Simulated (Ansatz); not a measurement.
# Worked example: C2H5Br + InH2Cl → CH2BrCl + InH2(CH3)

Species: C2H5Br (bromoethane) `CCBr`, singlet; InH2Cl `[Cl][InH2]`, singlet; CH2BrCl (bromochloromethane) `ClCBr`, singlet; InH2(CH3), singlet. The partners trade CH3 for Cl: C–CH3 and In–Cl bonds give way to C–Cl and In–CH3.

Shapes, held fixed at every level: PBE0-D4/def2-TZVP. Programs: Ansatz 0.2.0. Electronic energies: no zero-point or thermal term.

At CCSD(T)/def2-TZVPP; 1 Eh = 2625.50 kJ/mol:

```
  species   energy (Eh)
   C2H5Br  -2651.785490
   InH2Cl   -650.439428
  CH2BrCl  -3071.663206
InH2(CH3)   -230.488388
```

Work out ΔE of the reaction at this level.


1. Products less reactants: (-3071.663206) + (-230.488388) − [(-2651.785490) + (-650.439428)] = 0.073324 Eh = +192.5 kJ/mol.

Other levels give +185.3 (PBE-D4/def2-TZVPP) to +223.0 kJ/mol (HF/def2-TZVPP). No measured value is set beside it here. For atoms past krypton def2 sets carry core potentials with scalar relativity. Relativity is left out for Br. Outer-core shells of Br, In are correlated in most correlated rows, in sets that cover them unevenly.
